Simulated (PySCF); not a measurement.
Molfile (atoms numbered from 1):
```
C7H7BF2S
     RDKit          3D

 18 18  0  0  0  0  0  0  0  0999 V2000
   -3.2903   -0.4274    1.4030 C   0  0  0  0  0  0  0  0  0  0  0  0
   -2.0562    0.0733    1.4131 C   0  0  0  0  0  0  0  0  0  0  0  0
   -1.4772    0.9515    0.3386 C   0  0  0  0  0  0  0  0  0  0  0  0
   -0.2504    0.3598   -0.2864 C   0  0  0  0  0  0  0  0  0  0  0  0
   -0.1337   -0.2389   -1.5233 C   0  0  0  0  0  0  0  0  0  0  0  0
    1.1656   -0.7371   -1.7698 C   0  0  0  0  0  0  0  0  0  0  0  0
    2.0424   -0.5286   -0.7211 C   0  0  0  0  0  0  0  0  0  0  0  0
    3.5133   -0.9409   -0.6309 B   0  0  0  0  0  0  0  0  0  0  0  0
    4.1136   -1.5426   -1.6433 F   0  0  0  0  0  0  0  0  0  0  0  0
    4.2351   -0.7176    0.4541 F   0  0  0  0  0  0  0  0  0  0  0  0
    1.2408    0.2980    0.5672 S   0  0  0  0  0  0  0  0  0  0  0  0
   -3.9863   -0.2216    0.5833 H   0  0  0  0  0  0  0  0  0  0  0  0
   -3.6516   -1.0627    2.2155 H   0  0  0  0  0  0  0  0  0  0  0  0
   -1.3836   -0.1642    2.2467 H   0  0  0  0  0  0  0  0  0  0  0  0
   -2.2241    1.1241   -0.4506 H   0  0  0  0  0  0  0  0  0  0  0  0
   -1.2298    1.9394    0.7662 H   0  0  0  0  0  0  0  0  0  0  0  0
   -0.9671   -0.3131   -2.2235 H   0  0  0  0  0  0  0  0  0  0  0  0
    1.4666   -1.2423   -2.6892 H   0  0  0  0  0  0  0  0  0  0  0  0
  1  2  2  0
  2  3  1  0
  3  4  1  0
  4  5  2  0
  5  6  1  0
  6  7  2  0
  7  8  1  0
  8  9  1  0
  8 10  1  0
  7 11  1  0
 11  4  1  0
  1 12  1  0
  1 13  1  0
  2 14  1  0
  3 15  1  0
  3 16  1  0
  5 17  1  0
  6 18  1  0
M  END
```

Geometry: PBE0-D3(BJ)/def2-SVP; GIAO shifts from PySCF 2.14, gas phase, non-relativistic, averaged over equivalent atoms.

At PBE0/pcSseg-1 (229 basis functions, 110 s wall time on 1 thread of an Arm Neoverse N1, shared host):
| atoms | δ (ppm) |
| --- | --- |
| C4 | 166.1 |
| C6 | 148.3 |
| C2 | 147.7 |
| C5 | 131.8 |
| C7 | 131.3 |
| C1 | 123.0 |
| C3 | 39.9 |
| B8 | 22.4 |
| F9/F10 | -89.3 |
| S11 | 254.6 |
| H18 | 7.78 |
| H17 | 7.01 |
| H14 | 6.06 |
| H12 | 5.41 |
| H13 | 5.27 |
| H15/H16 | 3.48 |

Shifts are taken against calculated references (same method and geometry level): 13C (σref 184.41), 1H (σref 31.27) vs TMS; BF3·OEt2 for 11B (σref 100.73); 19F (σref 177.25) vs CFCl3; 33S (σref 495.66) vs CS2.

Q: Estimate the result of repeating the calculation with WP04/pcSseg-2.

A: 
| atoms | δ at WP04/pcSseg-2 | change |
| --- | --- | --- |
| C4 | 175.0 | +8.9 |
| C6 | 152.8 | +4.5 |
| C2 | 149.8 | +2.1 |
| C5 | 135.4 | +3.6 |
| C7 | 137.7 | +6.4 |
| C1 | 123.7 | +0.7 |
| C3 | 41.9 | +2.0 |
| B8 | 22.2 | -0.2 |
| F9/F10 | -109.3 | -20.0 |
| S11 | 289.9 | +35.3 |
| H18 | 7.63 | -0.15 |
| H17 | 6.81 | -0.20 |
| H14 | 5.89 | -0.17 |
| H12 | 5.12 | -0.29 |
| H13 | 5.00 | -0.27 |
| H15/H16 | 3.54 | +0.06 |

Referencing at the same level of theory: 13C (σref 172.10) and 1H (σref 31.61) vs TMS; 11B (σref 94.19) against BF3·OEt2; 19F (σref 177.34) against CFCl3; CS2 for 33S (σref 468.55).

The largest change is at S11 (aromatic ring sulfur). Cost: 501 basis functions, 5.7 min wall time on 1 thread of an Arm Neoverse N1, shared host. The order of the carbon signals changes between the two levels.

A carbon bonded to boron is broadened by the quadrupolar boron nucleus and is often missing from a measured spectrum. Unscaled 19F shifts against computed CFCl3 carry errors that often reach 10 to 50 ppm.
